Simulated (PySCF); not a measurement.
H3NSi, neutral, multiplicity 1. Atoms are numbered in the order given.

```xyz
5

Si     0.1137     0.6782     0.0000
H     -1.3987     0.9083     0.0000
N     -0.0169    -1.0304     0.0000
H     -0.8728    -1.5650     0.0000
H      0.7981    -1.6255     0.0000
```

Geometry optimised at B3LYP-D3(BJ)/def2-TZVP.

Computed with PBE0/pcSseg-2 (PySCF).

GIAO shieldings, no solvent; atoms listed in one row are averaged. δ = σ(ref) − σ: ²⁹Si against TMS (σ = 341.9 ppm); ¹H against TMS (σ = 31.54 ppm); ¹⁵N against NH3 (σ = 263.3 ppm), references at their B3LYP-D3(BJ)/def2-TZVP geometries, non-relativistic.

Problem. Estimate the chemical shifts. (Estimate from the structure and the level; the computed values follow.)

Solution. 
```json
[
 {"nucleus": "²⁹Si", "atoms": "Si1", "count": "1", "δ (ppm)": "323.3"},
 {"nucleus": "¹H", "atoms": "H2", "count": "1", "δ (ppm)": "7.94"},
 {"nucleus": "¹H", "atoms": "H4", "count": "1", "δ (ppm)": "6.46"},
 {"nucleus": "¹H", "atoms": "H5", "count": "1", "δ (ppm)": "5.99"},
 {"nucleus": "¹⁵N", "atoms": "N3", "count": "1", "δ (ppm)": "166.8"}
]
```
